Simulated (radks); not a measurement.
The numbers below are computed, except where a source is named.
All-electron atom: Sb4+ in [Kr] 4d10 5s1.

Code: a radial shooting solver on a logarithmic mesh with Libxc functionals. Model: Dirac Kohn-Sham, LDA (Slater exchange, Perdew-Wang correlation), spin-unpolarised, spherical densities, point nucleus.

Energy parts (hartree):
total: -6474.54042
kinetic: 6830.73786
electron-nucleus: -15653.13164
Hartree: 2511.66945
exchange-correlation: -163.81609

Orbitals (lengths in bohr, moments of r in powers of bohr; r(max) is where P^2 peaks):
| orbital | occ. | eigenvalue (hartree) | <1/r> | <r> | r(max) | <r^2> | small-component weight |
|---|---|---|---|---|---|---|---|
| 1s1/2 | 2 | -1113.289 | 54.28 | 0.02844 | 0.01836 | 0.001096 | 3.51e-02 |
| 2s1/2 | 2 | -170.7453 | 12.61 | 0.1223 | 0.1039 | 0.01770 | 7.45e-03 |
| 2p1/2 | 2 | -159.9280 | 12.60 | 0.1033 | 0.07984 | 0.01312 | 7.48e-03 |
| 2p3/2 | 4 | -150.6862 | 11.70 | 0.1088 | 0.08446 | 0.01442 | 7.13e-03 |
| 3s1/2 | 2 | -34.73772 | 4.469 | 0.3308 | 0.3005 | 0.1252 | 2.17e-03 |
| 3p1/2 | 2 | -30.30870 | 4.382 | 0.3212 | 0.2866 | 0.1199 | 2.12e-03 |
| 3p3/2 | 4 | -28.60368 | 4.160 | 0.3325 | 0.2971 | 0.1283 | 2.02e-03 |
| 3d3/2 | 4 | -20.75210 | 4.011 | 0.3035 | 0.2423 | 0.1093 | 1.91e-03 |
| 3d5/2 | 6 | -20.39734 | 3.954 | 0.3071 | 0.2453 | 0.1118 | 1.88e-03 |
| 4s1/2 | 2 | -7.03294 | 1.776 | 0.7898 | 0.7223 | 0.7060 | 6.04e-04 |
| 4p1/2 | 2 | -5.53065 | 1.663 | 0.8304 | 0.7448 | 0.7874 | 5.43e-04 |
| 4p3/2 | 4 | -5.21053 | 1.590 | 0.8596 | 0.7696 | 0.8435 | 5.13e-04 |
| 4d3/2 | 4 | -2.82336 | 1.323 | 1.006 | 0.8393 | 1.186 | 3.73e-04 |
| 4d5/2 | 6 | -2.77615 | 1.305 | 1.018 | 0.8485 | 1.215 | 3.65e-04 |
| 5s1/2 | 1 | -1.84843 | 0.6744 | 1.940 | 1.768 | 4.204 | 1.22e-04 |

The highest occupied level is 5s1/2 at -50.298 eV. Summed over all electrons, <r^2> = 24.83 bohr^2, which gives a Langevin (diamagnetic) susceptibility term of -19.7 x 10^-6 cm^3/mol.
